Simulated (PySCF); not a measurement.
thionyl fluoride (F2OS), SMILES O=S(F)F. Atoms are numbered in the order given.

```xyz
4

O      1.3643     0.3468     0.0000
S      0.1599    -0.4034     0.0000
F     -0.7485     0.2044     1.1520
F     -0.7485     0.2044    -1.1520
```

The structure is a stationary point at PBE0-D3(BJ)/def2-TZVP.

Level of theory: SMD-ωB97X/def2-SVP in PySCF.

Solvation free energies are E(SMD) − E(gas) at the gas-phase geometry, for 1 M in both phases. In vacuum the dipole moment is 1.83 D.

| solvent | ΔG(solv) (kcal/mol) | its non-electrostatic (CDS) part | dipole (D) |
|---|---|---|---|
| water | -1.0 | 1.7 | 2.15 |
| 1-octanol | -1.2 | 1.0 | 2.09 |
| ethylethanoate | -2.4 | -1.0 | 1.99 |
